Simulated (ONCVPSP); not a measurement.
## Plane-wave convergence, ONCV potential for Cr (Z = 24)

chromium (Cr), optimised norm-conserving Vanderbilt (ONCV), made with ONCVPSP 4.0.1 (LDA (Perdew-Wang 92), scalar-relativistic). Core [Ne], reference 3s2 3p6 3d5 4s1. Waves: 3s+4s: rc 1.55 bohr, ncon 4, nbas 7, qcut 10.3 1/bohr, 2 projectors; 3p: rc 1.00 bohr, ncon 3, nbas 8, qcut 8.7 1/bohr, 1 projector; 3d: rc 1.55 bohr, ncon 4, nbas 9, qcut 8.4 1/bohr, 3 projectors, debl 0.7 Ha. Local part: polynomial inside 1.00 bohr (lpopt 3, dvloc0 0 Ha). Core correction: none.

**Question.** For each optimised wave give the share of its norm inside rc, the residual kinetic energy above qcut (Ha) and the cutoffs (Ha) for errors of 10, 1, 0.1 and 0.01 mHa per electron.

**Answer.**

```tsv
wave	norm inside rc	residual KE	10 mHa	1 mHa	0.1 mHa	0.01 mHa
3s	0.954	2.2e-08	20.8	29.2	36.0	41.3
4s	0.043	4.7e-09	6.0	22.9	31.5	38.2
3p	0.592	7.8e-05	19.7	25.0	31.3	223.2
3d	0.639	2.0e-04	26.6	31.6	48.2	130.2
d projector 2	0.135	1.6e-04	25.6	31.3	36.8	71.7
d projector 3	0.079	3.1e-04	26.4	32.5	39.3	76.1
```

The occupied waves need 32 Ha and 48 Ha for 1 and 0.1 mHa. 1 of 4 tests not solved or not reliable.
